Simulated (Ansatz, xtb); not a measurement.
**C6H6ClNO: which of two isomers lies lower**

Structure a is `COc1cccc(Cl)n1`, a singlet and structure b is `COc1ccc(Cl)nc1`, a singlet. Both are isolated molecules in the gas phase, relaxed with PBE-D3(BJ)/def2-SVP; the shapes shown needn't be the lowest conformers.

a (Å):

```yaml
atoms:
  - { symbol: C, position_ang: [-1.1586, -0.5687, 0.8762] }
  - { symbol: C, position_ang: [0.8801, 0.0843, -0.1356] }
  - { symbol: C, position_ang: [1.9730, 0.9782, -0.2301] }
  - { symbol: C, position_ang: [2.9442, 0.7043, -1.1939] }
  - { symbol: C, position_ang: [2.8177, -0.4233, -2.0264] }
  - { symbol: C, position_ang: [1.6858, -1.2265, -1.8276] }
  - { symbol: Cl, position_ang: [1.4694, -2.6478, -2.8334] }
  - { symbol: N, position_ang: [0.7455, -0.9909, -0.9187] }
  - { symbol: O, position_ang: [-0.0617, 0.3423, 0.7928] }
  - { symbol: H, position_ang: [-1.8069, -0.1843, 1.6845] }
  - { symbol: H, position_ang: [-0.8116, -1.5951, 1.1143] }
  - { symbol: H, position_ang: [-1.7185, -0.6126, -0.0804] }
  - { symbol: H, position_ang: [2.0298, 1.8455, 0.4410] }
  - { symbol: H, position_ang: [3.8128, 1.3710, -1.3051] }
  - { symbol: H, position_ang: [3.5592, -0.6730, -2.7957] }
```

b (Å):

| atom | x (Å) | y (Å) | z (Å) |
| --- | --- | --- | --- |
| C | 0.1206 | -0.7955 | 1.7874 |
| C | 0.9592 | -0.1551 | -0.3456 |
| C | 2.0511 | -0.0838 | -1.2404 |
| C | 1.8654 | 0.4774 | -2.5014 |
| C | 0.5754 | 0.9522 | -2.8229 |
| C | -0.2837 | 0.3535 | -0.7817 |
| Cl | 0.3145 | 1.6644 | -4.4069 |
| N | -0.4561 | 0.8938 | -2.0001 |
| O | 1.1971 | -0.7108 | 0.8683 |
| H | -0.7126 | -1.4178 | 1.3912 |
| H | -0.2778 | 0.2097 | 2.0504 |
| H | 0.5251 | -1.2727 | 2.6988 |
| H | 3.0278 | -0.4748 | -0.9197 |
| H | 2.6874 | 0.5522 | -3.2264 |
| H | -1.1737 | 0.3275 | -0.1323 |

Quicker runs give these differences E(b) − E(a): GFN2-xTB +7.2 kcal/mol; HF/STO-3G +7.0 kcal/mol (at GFN2-xTB geometries); r2SCAN-D4/def2-SVP +10.4 kcal/mol (at GFN2-xTB geometries).

Task: Estimate E(b) − E(a) at the level CCSD(T)/def2-SVP + ΔMP2/def2-TZVPP.

Result: Calculated at CCSD(T)/def2-SVP + ΔMP2/def2-TZVPP: E(b) − E(a) = +9.1 kcal/mol, so structure a lies lower.

The same difference at several levels:

```csv
level,geometry,E(b) − E(a) (kcal/mol),departure from the last row (kcal/mol),"job, with rough time for the two"
GFN2-xTB,GFN2-xTB,+7.2,−2.0,"optimisation, 0.23 s"
HF/STO-3G,GFN2-xTB,+7.0,−2.1,"single point, 0.99 s"
r2SCAN-D4/def2-SVP,GFN2-xTB,+10.4,+1.3,"single point, 13 s"
PBE-D3(BJ)/def2-SVP,PBE-D3(BJ)/def2-SVP,+9.4,+0.3,"optimisation, 46 s"
HF/def2-SVP,PBE-D3(BJ)/def2-SVP,+11.6,+2.4,part of the CCSD(T) run
MP2/def2-SVP,PBE-D3(BJ)/def2-SVP,+9.3,+0.1,part of the CCSD(T) run
CCSD(T)/def2-SVP,PBE-D3(BJ)/def2-SVP,+9.6,+0.5,single point
CCSD(T)/def2-SVP + ΔMP2/def2-TZVPP,PBE-D3(BJ)/def2-SVP,+9.1,,"single point, 6.4 min"
```

As drawn, both hold the same kinds of bond in the same numbers.

The levels shown agree on the order. The largest departure from CCSD(T)/def2-SVP + ΔMP2/def2-TZVPP is that of HF/def2-SVP, 2.4 kcal/mol. The last row adds to CCSD(T) the change of the MP2 difference between the two basis sets, here −0.5 kcal/mol.

With thermal terms from frequencies at re-optimised GFN2-xTB minima (ideal gas, soft modes damped towards free rotors, one conformer each, 298.15 K, 1 atm): on the last row, ΔE + ΔZPE = +9.1, ΔH = +9.1, ΔG = +9.2 kcal/mol.

The correlated steps freeze 13 core orbitals. Programs: Ansatz 0.2.0, xtb 6.7.1; the last row on 2 threads of Arm Neoverse V1 on a shared host.
